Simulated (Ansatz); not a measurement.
One geometry of La₇⁺, several levels of theory.

```yaml
crystal:
  periodic: [false, false, false]
  atoms:
    - {symbol: La, position_ang: [0.664697, 2.072163, 0.459302]}
    - {symbol: La, position_ang: [-0.434139, -0.947844, 1.964532]}
    - {symbol: La, position_ang: [-0.503254, 0.913855, -2.725263]}
    - {symbol: La, position_ang: [1.792143, -1.048865, -0.795852]}
    - {symbol: La, position_ang: [2.818279, 0.106068, 2.270597]}
    - {symbol: La, position_ang: [-2.733867, 1.016826, 0.042595]}
    - {symbol: La, position_ang: [-1.603859, -2.112213, -1.215910]}
basis:
  gaussian: {orbitals: def2-TZVP, initial_orbitals: start.molden}
total_charge: 1
magnetization: {spin_polarized: true, initial_magnetization: 2}
hamiltonian: {xc: {name: BHLYP}, dispersion: d4}
scf: {omitted_lower_state_checks: [starts]}
output: {orbitals: {seedname: orbitals}}
```

The file start.molden holds the orbitals of an earlier run on this structure, at another level or in another basis.

```sh
$ ansatz run in.yaml --threads 4 --pin off --events-out ev --progress --plain --max-ram 8704MiB
```

Output, abridged:

```
Functional definition: BHLYP
2821 factors; their error is unknown
mean field evaluation 1: about -5987.3084 eV, gradient 5.3e0 eV
mean field evaluation 2: about -5987.4538 eV, gradient 4.3e-1 eV
mean field evaluation 4: about -5987.6184 eV, gradient 2.9e-1 eV
mean field evaluation 8: about -5987.6194 eV, gradient 8.7e-4 eV
mean field -5987.61941432 eV, -220.0409549221 hartree, gradient 6.7e-6 eV, S^2 5.527134; 0 other end points of the search recorded, 0 dependent functions left out
reference -5987.61958786 eV, -220.0409612996 hartree; 39, 37 occupied and 241, 243 virtual orbitals, 2821 factors
Total energy: -5988.77369317 eV, -220.0833738874 hartree
Checks for a lower state left out: starts
```

It took 3.8 min on 4 threads of Intel Xeon Platinum 8259CL on a shared host, peak host memory 2.9 GiB.

As the first input, with `hamiltonian: {xc: pbe0, dispersion: d4}` (abridged; 3.8 min):

```
Functional definition: PBE0
mean field evaluation 16: about -6006.4939 eV, gradient 2.6e-5 eV
mean field -6006.49394564 eV, -220.7345811543 hartree, gradient 8.5e-6 eV, S^2 5.285738
Total energy: -6006.81666316 eV, -220.7464408046 hartree
Checks for a lower state left out: starts
```

The first input with `hamiltonian: {xc: pbe, dispersion: d4}` (abridged; 2.6 min):

```
Functional definition: PBE
mean field evaluation 16: about -6012.0908 eV, gradient 3.0e-5 eV
mean field -6012.09076106 eV, -220.9402603274 hartree, gradient 2.2e-6 eV, S^2 3.637056
Total energy: -6012.45598930 eV, -220.9536822179 hartree
Checks for a lower state left out: starts
```

Geometry: PBE-D4/def2-SVP.

In the def2 sets La takes a core potential; there is no spin–orbit coupling. At BHLYP-D4/def2-TZVP, PBE0-D4/def2-TZVP, PBE-D4/def2-TZVP the charge 1 triplet is spin-contaminated (final ⟨S²⟩ up to 5.53, 2.00 for a pure state). The structure comes from a short search, and lower isomers may exist.
